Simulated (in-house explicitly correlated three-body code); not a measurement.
Computed with an exponentially correlated three-body code. Model: two electrons around a point charge, non-relativistic, variational in 260 exponentially correlated functions (energies converged to about 1e-7 hartree, or 1e-8 relative for large Z).

Command:
```bash
python run_hyl.py task.json out
```
Settings (lengths in bohr, energies in hartree):
```
Z                      1.5
nuclear_mass           500
interaction_strength   1
functions              260
states_tried           13
```

Time taken, with all properties: 65 s on 1 thread of Arm Neoverse N1, on a shared host.

**Those bound S and P states to n = 4 that converged, binding against the one-electron ion.**

Given: nuclear charge 1.5; mass of the centre 500 electron masses.

Computed: one-electron threshold -1.12275449 hartree.

```
term  energy (hartree)  binding (eV)
1 1S       -1.46216486        9.2358
2 3S        -1.1752746        1.4291
2 1S       -1.16408315        1.1246
2 3P                 ?             ?
2 1P        -1.1539067       0.84769
3 3S       -1.14194249       0.52213
3 1S                 ?             ?
3 3P       -1.13713988       0.39145
3 1P        -1.1365895       0.37647
4 3S       -1.13264126       0.26903
4 1S       -1.13163284       0.24159
4 3P       -1.13077763       0.21832
4 1P       -1.13053826       0.21181
```

Q: What belongs in the row 2 3P?

A: energy (hartree): -1.15556524; binding (eV): 0.89283.

Q: What belongs in the row 3 1S?

A: energy (hartree): -1.13929952; binding (eV): 0.45021.

**Converged states only, values per electron or pair.**

```json
{"term": "1 1S", "mean r (bohr)": "1.3595", "mean r squared (bohr²)": "2.6131", "mean inverse r (1/bohr)": "1.186", "mean r12 (bohr)": "2.1147", "mean inverse r12 (1/bohr)": "0.63376", "mean cosine": "-0.082329", "mean p1 dot p2 (bohr⁻²)": "0.094312", "delta r1 (bohr⁻³)": "0.67796", "delta r12 (bohr⁻³)": "0.02869"}
{"term": "2 3S", "mean r (bohr)": "4.1319", "mean r squared (bohr²)": "31.948", "mean inverse r (1/bohr)": "0.83836", "mean r12 (bohr)": "7.366", "mean inverse r12 (1/bohr)": "0.16452", "mean cosine": "-0.015598", "mean p1 dot p2 (bohr⁻²)": "0.002784", "delta r1 (bohr⁻³)": "0.54316", "delta r12 (bohr⁻³)": "-"}
{"term": "2 1S", "mean r (bohr)": "5.1101", "mean r squared (bohr²)": "50.288", "mean inverse r (1/bohr)": "0.82209", "mean r12 (bohr)": "9.295", "mean inverse r12 (1/bohr)": "0.1381", "mean cosine": "-0.01159", "mean p1 dot p2 (bohr⁻²)": "0.0036382", "delta r1 (bohr⁻³)": "0.54067", "delta r12 (bohr⁻³)": "0.0013321"}
{"term": "2 3P", "mean r (bohr)": "5.1697", "mean r squared (bohr²)": "53.643", "mean inverse r (1/bohr)": "0.81525", "mean r12 (bohr)": "9.4209", "mean inverse r12 (1/bohr)": "0.13463", "mean cosine": "-0.017654", "mean p1 dot p2 (bohr⁻²)": "-0.0099038", "delta r1 (bohr⁻³)": "0.53145", "delta r12 (bohr⁻³)": "-"}
{"term": "2 1P", "mean r (bohr)": "5.5298", "mean r squared (bohr²)": "61.275", "mean inverse r (1/bohr)": "0.81043", "mean r12 (bohr)": "10.124", "mean inverse r12 (1/bohr)": "0.12349", "mean cosine": "-0.0078335", "mean p1 dot p2 (bohr⁻²)": "0.0061998", "delta r1 (bohr⁻³)": "0.53392", "delta r12 (bohr⁻³)": "4.5077e-05"}
{"term": "3 3S", "mean r (bohr)": "10.309", "mean r squared (bohr²)": "220.23", "mean inverse r (1/bohr)": "0.7835", "mean r12 (bohr)": "19.653", "mean inverse r12 (1/bohr)": "0.066608", "mean cosine": "-0.0036304", "mean p1 dot p2 (bohr⁻²)": "0.00060602", "delta r1 (bohr⁻³)": "0.53604", "delta r12 (bohr⁻³)": "-"}
{"term": "3 1S", "mean r (bohr)": "11.878", "mean r squared (bohr²)": "294.82", "mean inverse r (1/bohr)": "0.77932", "mean r12 (bohr)": "22.784", "mean inverse r12 (1/bohr)": "0.05935", "mean cosine": "-0.0030926", "mean p1 dot p2 (bohr⁻²)": "0.0009116", "delta r1 (bohr⁻³)": "0.53566", "delta r12 (bohr⁻³)": "0.00034654"}
{"term": "3 3P", "mean r (bohr)": "12.502", "mean r squared (bohr²)": "333.8", "mean inverse r (1/bohr)": "0.77761", "mean r12 (bohr)": "24.036", "mean inverse r12 (1/bohr)": "0.058551", "mean cosine": "-0.0051954", "mean p1 dot p2 (bohr⁻²)": "-0.0031521", "delta r1 (bohr⁻³)": "0.53314", "delta r12 (bohr⁻³)": "-"}
{"term": "3 1P", "mean r (bohr)": "13.061", "mean r squared (bohr²)": "363.87", "mean inverse r (1/bohr)": "0.77605", "mean r12 (bohr)": "25.147", "mean inverse r12 (1/bohr)": "0.054967", "mean cosine": "-0.0021598", "mean p1 dot p2 (bohr⁻²)": "0.0020537", "delta r1 (bohr⁻³)": "0.53395", "delta r12 (bohr⁻³)": "1.5522e-05"}
{"term": "4 3S", "mean r (bohr)": "?", "mean r squared (bohr²)": "?", "mean inverse r (1/bohr)": "?", "mean r12 (bohr)": "?", "mean inverse r12 (1/bohr)": "?", "mean cosine": "?", "mean p1 dot p2 (bohr⁻²)": "?", "delta r1 (bohr⁻³)": "?", "delta r12 (bohr⁻³)": "-"}
{"term": "4 1S", "mean r (bohr)": "21.652", "mean r squared (bohr²)": "1007.5", "mean inverse r (1/bohr)": "0.76538", "mean r12 (bohr)": "42.318", "mean inverse r12 (1/bohr)": "0.032833", "mean cosine": "-0.0012247", "mean p1 dot p2 (bohr⁻²)": "0.00034962", "delta r1 (bohr⁻³)": "0.53462", "delta r12 (bohr⁻³)": "0.00013738"}
{"term": "4 3P", "mean r (bohr)": "?", "mean r squared (bohr²)": "?", "mean inverse r (1/bohr)": "?", "mean r12 (bohr)": "?", "mean inverse r12 (1/bohr)": "?", "mean cosine": "?", "mean p1 dot p2 (bohr⁻²)": "?", "delta r1 (bohr⁻³)": "?", "delta r12 (bohr⁻³)": "-"}
{"term": "4 1P", "mean r (bohr)": "23.595", "mean r squared (bohr²)": "1210.1", "mean inverse r (1/bohr)": "0.76402", "mean r12 (bohr)": "46.202", "mean inverse r12 (1/bohr)": "0.030973", "mean cosine": "-0.0008833", "mean p1 dot p2 (bohr⁻²)": "0.00088944", "delta r1 (bohr⁻³)": "0.53393", "delta r12 (bohr⁻³)": "6.8426e-06"}
```

Q: What belongs in the row 4 3S?

A: mean r (bohr): 19.492; mean r squared (bohr²): 813.74; mean inverse r (1/bohr): 0.76703; mean r12 (bohr): 38.001; mean inverse r12 (1/bohr): 0.035782; mean cosine: -0.0013514; mean p1 dot p2 (bohr⁻²): 0.00021509; delta r1 (bohr⁻³): 0.53471.

Q: What belongs in the row 4 3P?

A: mean r (bohr): 22.846; mean r squared (bohr²): 1135.1; mean inverse r (1/bohr): 0.76469; mean r12 (bohr): 44.707; mean inverse r12 (1/bohr): 0.032514; mean cosine: -0.0021612; mean p1 dot p2 (bohr⁻²): -0.0013522; delta r1 (bohr⁻³): 0.53362.
